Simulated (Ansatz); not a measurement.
Frontier orbitals of CH₉AsBGaSi.

Z-matrix (Å, degrees):
```
Ga
Si 1 2.709
As 1 2.838 2 76.6
B 1 2.222 2 43.0 3 -37.4
H 1 1.570 2 96.8 3 101.9
H 1 1.564 2 135.8 3 -103.4
C 2 1.865 1 101.4 3 -90.8
H 2 1.488 1 116.9 3 148.4
H 3 1.522 1 79.9 2 77.8
H 3 1.548 1 56.0 2 177.9
H 4 1.194 1 107.2 2 -120.7
H 7 1.091 2 111.1 1 45.6
H 7 1.094 2 109.6 1 165.3
H 7 1.092 2 111.2 1 -75.6
```

Total charge 0; spin multiplicity 1. Correlated methods include outer-core shells of As, Ga, which these sets cover unevenly. Scalar relativity is left out up to krypton. The bonds changed during the relaxation, so this is another structure than the one it started from. All single points use the PBE0-D4/def2-TZVP geometry. It is one conformer, not always the lowest. Basis def2-TZVPP, Ansatz.

| functional | HOMO (eV) | LUMO (eV) | gap (eV) |
| --- | --- | --- | --- |
| PBE | -5.75 | -2.43 | 3.32 |
| r2SCAN | -5.94 | -2.29 | 3.65 |
| PBE0 | -6.62 | -1.70 | 4.92 |
| r2SCANh | -6.26 | -2.03 | 4.23 |
| HSE06 (plane-wave form) | -6.24 | -2.06 | 4.18 |
| BHLYP | -7.32 | -0.83 | 6.49 |
| CAM-B3LYP | -7.71 | -0.70 | 7.01 |
| ωB97M-V | -8.49 | 0.04 | 8.53 |

Task: What is the vertical ionisation energy at frozen-core CCSD(T)/def2-TZVPP? (Best estimate.)

Result: Ansatz gave: 8.42 eV (T1 of the cation 0.018).

From PBE to PBE0 the HOMO moves by −0.87 eV and the LUMO by +0.73 eV, and with ωB97M-V by −2.74 and +2.47 eV, so the gap grows from 3.33 to 8.53 eV with exact exchange. A positive LUMO is unbound and depends on the basis. −ε(HOMO) differs from that ionisation energy by −2.66 eV with PBE and +0.07 eV with ωB97M-V.
